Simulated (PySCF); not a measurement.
Q: Give a PBE0-D3(BJ)/def2-SVP geometry of `[SiH3]CC[SiH2]Cl`.

A: 
Z-matrix in Å and degrees, rows numbered from 1:
```
Si
C   1  1.8907
C   2  1.5325  1  116.24
Si  3  1.8773  2  116.05  1    67.20
Cl  4  2.0781  3  108.21  2    50.72
H   1  1.4945  2  109.62  3   172.54
H   1  1.4952  2  111.49  3   -67.18
H   1  1.4973  2  110.07  3    52.83
H   2  1.1039  1  106.67  3  -123.10
H   2  1.1039  1  107.49  3   123.79
H   3  1.1059  2  111.19  1   -55.05
H   3  1.1044  2  110.37  1  -171.99
H   4  1.4905  3  110.40  2   168.88
H   4  1.4901  3  112.79  2   -68.33
```

Si4 (chlorine-bound silicon) is tetrahedral (angles from 107.7° to 112.8°). Of the pairs four or more bonds apart, Cl5···H10 is among the closest relative to their van der Waals radii: 3.00 Å, 102 % of the sum of Bondi's values. Si1 (SiH3 silicon) is tetrahedral (angles from 108.2° to 111.5°).

Method: PBE0-D3(BJ)/def2-SVP geometry optimisation, gas phase (PySCF).

Point group: C1 (no symmetry element, even within 0.4 Å). Stationary, but not proved a minimum. The numbers are those of one conformer (Si1–C2–C3–Si4 67°, C2–C3–Si4–Cl5 51°).
